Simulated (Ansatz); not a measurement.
**Relative stability**

Two relaxed structures of BSiH3Se, closed shell (PBE0-D4/def2-TZVP; forces vanish, vibrations not checked).

A:

Si1  (-0.559, 0.431, -0.011)
B2  (1.013, -0.781, 0.020)
Se3  (2.385, -1.839, 0.047)
H4  (-1.063, 0.544, -1.403)
H5  (-0.153, 1.771, 0.485)
H6  (-1.623, -0.125, 0.863)
(Å)

B:

Si1  (-0.781, 0.111, -0.140)
B2  (1.115, 0.259, 0.228)
Se3  (0.752, -1.604, 0.030)
H4  (-1.371, 0.271, -1.490)
H5  (2.109, 0.859, 0.457)
H6  (-1.824, 0.104, 0.914)
(Å)

Computed with Ansatz 0.2.0 (basis: def2-TZVPP); correlated methods freeze the cores. Filled d shells of the heavier atoms are correlated. The def2 sets are not built for correlating such inner shells, so the correlated values are less sure here. B3LYP uses VWN-RPA correlation.

Which structure is lower at CCSD(T), and by how much? (An estimate is asked for; the value comes from the calculation.)

The calculation gives: A, by 13.7 kJ/mol (electronic energy, against the other). By their contacts, A is BSiH₃Se ([SiH3][B][Se]) and B is BSiH₃Se ([BH]1[SiH2][Se]1).

Do the other methods give the same order? (Judge from chemistry; the calculation decides.)

By the calculation: Not all: PBE-D4, r2SCAN-D4, PBE0-D4, wB97M-V give the other order.

```
   method  E(B) − E(A) (kJ/mol)
   PBE-D4                  -5.8
r2SCAN-D4                  -2.7
  PBE0-D4                  -9.1
 B3LYP-D4                  12.0
  wB97M-V                  -0.7
       HF                  24.3
      MP2                   8.5
     CCSD                  12.9
  CCSD(T)                  13.7
```

T1 diagnostic: at most 0.017.

Labels in which every atom is bracketed show which atoms are joined, not bond orders.

For scale, one of the runs: CCSD(T)/def2-TZVPP, 163 basis functions, launched by `ansatz run in.yaml --threads 2 --pin off --events-out ev --progress --plain --max-ram 4352MiB`. Time: 37 s of wall clock on 2 CPU threads of an Arm Neoverse V2; the host was shared. Peak host memory: 1.2 GiB.
